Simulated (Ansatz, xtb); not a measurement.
## Relative energy of two isomers of BH11Si4

We compare a, `B[SiH2][SiH]([SiH3])[SiH3]`, a singlet, with b, `B[Si@@H]([SiH3])[SiH2][SiH3]`, a singlet. Both are isolated molecules in the gas phase, relaxed with B3LYP-D3(BJ)/def2-SVP, each in the lowest conformer that the search found.

Task: Estimate E(b) − E(a) at the level CCSD(T)/def2-SVP + ΔMP2/def2-TZVPP.

Result: Too close to call at this level: CCSD(T)/def2-SVP + ΔMP2/def2-TZVPP gives E(b) − E(a) = +0.18 kcal/mol.

How the difference moves with the method:

```csv
level,geometry,E(b) − E(a) (kcal/mol),departure from the last row (kcal/mol),"job, with rough time for the two"
B3LYP-D3(BJ)/def2-SVP,B3LYP-D3(BJ)/def2-SVP,0.00,−0.18,"optimisation, 2.6 min"
HF/def2-SVP,B3LYP-D3(BJ)/def2-SVP,+0.48,+0.30,part of the CCSD(T) run
MP2/def2-SVP,B3LYP-D3(BJ)/def2-SVP,+0.19,+0.01,part of the CCSD(T) run
CCSD(T)/def2-SVP,B3LYP-D3(BJ)/def2-SVP,+0.02,−0.16,single point
CCSD(T)/def2-SVP + ΔMP2/def2-TZVPP,B3LYP-D3(BJ)/def2-SVP,+0.18,,"single point, 68 s"
```

As drawn, both hold the same kinds of bond in the same numbers.

The largest departure from CCSD(T)/def2-SVP + ΔMP2/def2-TZVPP is that of HF/def2-SVP, 0.30 kcal/mol. Levels run at GFN2-xTB geometries aren't shown. The last row adds to CCSD(T) the change of the MP2 difference between the two basis sets, here +0.16 kcal/mol.

With thermal terms from frequencies at re-optimised GFN2-xTB minima (ideal gas, soft modes damped towards free rotors, one conformer each, 298.15 K, 1 atm): the zero-point term adds +0.07 kcal/mol; ΔH is +0.24 and ΔG +0.23 kcal/mol.

The correlated steps freeze 21 core orbitals. Mirror images aren't counted in ΔG. Run with Ansatz 0.2.0, xtb 6.7.1; the last row on 2 threads of Intel(R) Xeon(R) Platinum 8259CL CPU @ 2.50GHz (Skylake/Cascade Lake) on a shared host.
